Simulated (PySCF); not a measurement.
RuO(OH)₂, triplet: computed properties

These are results of UPBE0 in PySCF with Ru def2-TZVP with ECP28, O def2-TZVP, H def2-TZVP; scalar-relativistic core potentials, no spin–orbit coupling; density-fitted integrals, not measurements.

The structure is a minimum.

```json
{
 "Point group": "C2",
 "Bond lengths": "O–H 0.963 Å (×2), Ru–O 1.659 Å, Ru–O 1.857 Å (×2)",
 "Bond angles": "H–O–Ru 116.9° (×2), O–Ru–O 119.3°, O–Ru–O 120.3° (×2)",
 "Dipole moment": "1.78 D",
 "Zero-point energy": "80.1 kJ/mol",
 "Atomisation energy without zero-point energy": "2028 kJ/mol",
 "Enthalpy at 298.15 K above 0 K": "16.44 kJ/mol",
 "Heat capacity Cp at 298.15 K": "80.1 J/(mol K)",
 "Entropy at 298.15 K and 1 bar (electronic part: spin only)": "317.0 J/(mol K)",
 "Principal quadrupole moments (Buckingham, traceless) about the centre of mass": "-6.92, -5.67, 12.59 D Å",
 "Principal polarisabilities": "31.1, 50.2, 51.5 bohr³",
 "Rotational constants": "0.2212, 0.1845, 0.1022 cm⁻¹",
 "Rotational symmetry number": "2",
 "Highest occupied level (α)": "-7.29 eV",
 "Lowest empty level (β)": "-3.68 eV",
 "Spin squared ⟨S²⟩": "2.007"
}
```

Harmonic modes (masses in u: Ru 101.904, O 15.995, H 1.008):
| symmetry | ω (cm⁻¹) | IR (km/mol) | μ (u) |
| --- | --- | --- | --- |
| a | 188 | 0.1 | 6.73 |
| b | 212 | 9.6 | 8.09 |
| b | 242 | 2.2 | 12.30 |
| a | 473 | 171 | 1.12 |
| b | 505 | 65.0 | 1.12 |
| a | 675 | 82.9 | 14.24 |
| b | 708 | 210 | 15.84 |
| a | 826 | 23.7 | 1.07 |
| b | 878 | 106 | 1.12 |
| a | 1018 | 142 | 17.73 |
| b | 3830 | 164 | 1.07 |
| a | 3832 | 34.4 | 1.07 |

In C2 the vibrations span 6a + 6b.

Charges (e):
```csv
atom,Mulliken,Löwdin,polar tensor,spin (Mulliken),Mayer order to Ru1
Ru1,1.30,0.62,1.60,1.58,–
O2,-0.55,-0.27,-0.63,0.40,1.79
"O3,4",-0.72,-0.34,-0.76,0.00,0.84
"H5,6",0.34,0.16,0.28,0.01,0.01
```
Other Mayer orders above 0.3: O–H 0.88 (×2).

Mulliken populations on Ru1 (electrons outside its core potential): s 2.33, p 6.20, d 6.14, f 0.03.

Outer orbital energies (eV). α occupied: -11.95, -11.78, -9.95, -9.86, -9.38, -8.23, -8.09, -7.29; empty: -2.10, -1.98, -0.09, 0.24. β occupied: -12.38, -11.88, -11.06, -10.40, -9.78, -9.72, -9.36, -7.49; empty: -3.68, -2.73, -1.51, -1.38.

Only a few start shapes were tried, so a lower isomer may exist. Open d and f shells are described by one determinant, and the ground state may have another occupation or spin.

The final relaxation and frequency run took 2.5 min on 4 threads of a shared AMD EPYC 9B14 (Zen 4) host, with 145 basis functions and 21 gradients; the process peaked at 2 GiB.
